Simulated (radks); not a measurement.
The numbers below are computed, except where a source is named.
Neutral fluorine inside a hard spherical wall (all orbitals vanish at R), configuration held at [He] 2s2 2p5 and not refilled when levels cross. Code: a radial shooting solver on a logarithmic mesh with Libxc functionals. Model: non-relativistic Kohn-Sham, PBEsol, spin-polarised, spherical densities, point nucleus; open shells are filled with parallel spins first. Eigenvalues in eV for spin up, with the zero of energy where the potential of the charges vanishes at infinity; a dash marks a level that is unbound or too diffuse for the functional's potential to be trusted. A positive occupied level is held by the wall or, in an anion where self-interaction has pushed it up, behind a barrier. The pressure on the wall is -dE/dV.

R (bohr)  E (hartree)  kinetic (hartree)    e(1s)    e(2s)    e(2p)  e(3s, empty)  e(3p, empty)  pressure (GPa)
free        -99.37004             99.079  -660.70  -30.406  -11.810             -             -               0
20          -99.37004             99.079  -660.70  -30.406  -11.810             -             -        < 0.0001
15          -99.37004             99.079  -660.70  -30.406  -11.810             -             -        < 0.0001
12          -99.37004             99.079  -660.70  -30.406  -11.810             -             -        < 0.0001
10          -99.37004             99.079  -660.70  -30.406  -11.810         0.346         1.935        < 0.0001
5           -99.36643             99.108  -660.41  -30.194  -11.590         5.499         9.694           0.622
4           -99.34651             99.233  -659.40  -29.515  -10.851        11.852        17.420            6.61
3.5         -99.30751             99.448  -657.95  -28.577   -9.798        18.527        24.842            23.8
3           -99.19609             99.993  -654.79  -26.575   -7.513        30.714        37.504            95.2
2           -97.71122            105.475  -631.45  -10.633   10.207        108.93        110.01            2370
